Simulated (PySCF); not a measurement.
## C4H5Br: full NMR table

* Formula: C4H5Br
* SMILES: C[C@H]1C=C1Br
* Point group of the computed structure: C1
* Degrees of unsaturation: 2
* Carbon signals: 4
* Proton signals: 3

Atom-mapped SMILES (the numbers label the heavy atoms): `[CH3:1][C@H:2]1[CH:3]=[C:4]1[Br:5]`. Hydrogens are named by the atom that carries them.

[PySCF: PBE0-D3(BJ)/def2-SVP geometry; J: B3LYP/pcJ-1 (pcSseg-1 on Br) (without the spin–dipole term); σ from GIAO-PBE0/pcSseg-1; isolated molecule; one computed conformer; rapidly exchanging positions averaged; non-relativistic Hamiltonian]

Referencing at the same level of theory: TMS for 1H and 13C.

| carbon | δC, type | δH (multiplicity, J in Hz) | HMBC from (abs. J ≥ 3 Hz) | span of the C tensor (ppm) |
| --- | --- | --- | --- | --- |
| C1 | 23.8, CH3 | 1.17 (d, 5.5) | H(C2) | 52 |
| C2 | 26.3, CH | 2.04 (qd, 5.5, 2.0) | H(C1) | 112 |
| C3 | 124.0, CH | 7.33 (d, 2.0) | H(C1) | 250 |
| C4 | 138.2, C | – | H(C2), H(C1) | 215 |

Selected couplings (Hz, signed; the shortest-range and largest first, 30 at most; isotopes 13C, 1H): 1J(C3,H(C3)) 241.9, 1J(C2,H(C2)) 171.4, 1J(C1,H(C1)) 132.0, 1J(C3,C4) 65.3, 1J(C1,C2) 46.4, 1J(C2,C4) 15.8, 1J(C2,C3) 11.2, 2J(C1,C4) -2.7, 2J(C1,C3) -1.1, 3J(H(C1),H(C2)) 5.5, 3J(H(C2),H(C3)) -2.0.

- Carbon types of the structure: 1 × C, 2 × CH, 1 × CH3, which accounts for all hydrogens.
- δC 138.2: fully substituted alkene carbon; as expected for a trigonal carbon in a double bond.
- δC 124.0: alkene CH; as expected for a trigonal carbon in a double bond.
- δC 26.3: three-membered-ring carbon; carbons of three-membered rings are unusually shielded.
- δC 23.8: methyl carbon; aliphatic region, no heteroatom directly attached.
- δH 7.33: hydrogen on an alkene CH; a vinylic proton, deshielded by the sp2 carbon and the C=C anisotropy.
- The protons at 1.17 and 2.04 share a coupling of 5.5 Hz (vicinal).

The calculation has no spin–orbit term, so carbons bonded to Br come out too deshielded (the heavy-atom effect is absent). Multiplet labels drop couplings under 1 Hz and merge nearly equal ones. Unscaled 3J(H,H) at this level run about 10 % above measured values. Shifts are as computed. Against solution values, carbons near 30 ppm lie about +2 ppm off and those near 130 ppm about +5 ppm; carbons on Br a further +13 ppm. Of 1211 compounds with measured shifts, 218 miss one by over three times the rms of a fit or turn the order of signals round; such compounds aren't used in these exercises.
